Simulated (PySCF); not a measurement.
Al(Cl)(GeH3)(Me) (CH₆AlClGe), SMILES [CH3][Al]([Cl])[GeH3]. Atoms are numbered in the order given.

```xyz
10

Al    -0.0544     0.4695    -0.7223
Cl     1.8748     0.1327    -1.5461
Ge    -0.5323    -0.6612     1.4246
H     -0.4315    -2.1996     1.2949
H      0.4700    -0.2451     2.5271
H     -1.9496    -0.3457     1.9600
C     -1.2743     1.6477    -1.6839
H     -2.3092     1.2660    -1.6648
H     -0.9716     1.7978    -2.7323
H     -1.2932     2.6398    -1.1968
```
Charge 0, spin multiplicity 1.

Geometry: B3LYP-D3(BJ)/def2-SVP. The structure was generated by enumeration; whether it is a known compound was not checked.

Computed with PySCF with PBE0/pcSseg-1.

GIAO shieldings, no solvent; atoms alike by connectivity are averaged. δ = σ(ref) − σ: ³⁵Cl against HCl (σ = 945.9 ppm); ⁷³Ge against GeH4 (σ = 1658.3 ppm); ¹H against TMS (σ = 31.56 ppm); ¹³C against TMS (σ = 186.3 ppm), references at their B3LYP-D3(BJ)/def2-TZVP geometries, non-relativistic (without spin–orbit terms, shifts of atoms bonded to Cl or Br come out too high).

```tsv
nucleus	atoms	count	δ (ppm)
³⁵Cl	Cl2	1	124.1
⁷³Ge	Ge3	1	-83.5
¹H	H4, H5, H6	3	3.50
¹H	H8, H9, H10	3	0.45
¹³C	C7	1	2.6
```
